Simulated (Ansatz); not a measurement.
Total energies of Ge2Se (the lowest singlet isomer of a short search) from Ansatz at r2SCAN-D4/def2-TZVP, gas phase (1 Eh = 27.2114 eV = 2625.5 kJ/mol). The reference geometry is relaxed at r2SCAN-D4/def2-TZVP.

```csv
atom,x (Å),y (Å),z (Å)
Ge1,-1.231,-0.262,-0.690
Ge2,0.489,1.305,0.343
Se3,0.742,-1.042,0.346
```

```
                 state                        geometry  energy (Eh)
      charge 0 singlet                       reference  -6555.57623
      charge 1 doublet                       reference  -6555.29484
      charge 0 triplet  relaxed at r2SCAN-D4/def2-TZVP  -6555.55244
      charge 0 quintet  relaxed at r2SCAN-D4/def2-TZVP  -6555.44859
free Ge atom (triplet)                               –  -2076.90335
free Se atom (triplet)                               –  -2401.47526
```

Q: Work out the vertical ionisation energy to the doublet.

A: E(charge 1 doublet) − E(charge 0 singlet) = -6555.29484 − (-6555.57623) = 0.28139 Eh = 7.66 eV. For comparison, −ε of the highest occupied level is 5.09 eV at this level, 2.57 eV less.

Q: Which of the charge 0 states is lowest, and how far above it are the others?

A: The singlet. triplet: -6555.55244 − (-6555.57623) = 0.02379 Eh = 62.5 kJ/mol; quintet: -6555.44859 − (-6555.57623) = 0.12764 Eh = 335.1 kJ/mol.

Q: What is the binding energy per atom against free atoms?

A: Atoms: 2 × (-2076.90335) + 1 × (-2401.47526) = -6555.28196 Eh. Binding: -6555.28196 − (-6555.57623) = 0.29427 Eh = 8.01 eV, or 2.67 eV for each of 3 atoms (no zero-point energy, no counterpoise term).

The structure comes from a short search, and lower isomers may exist.
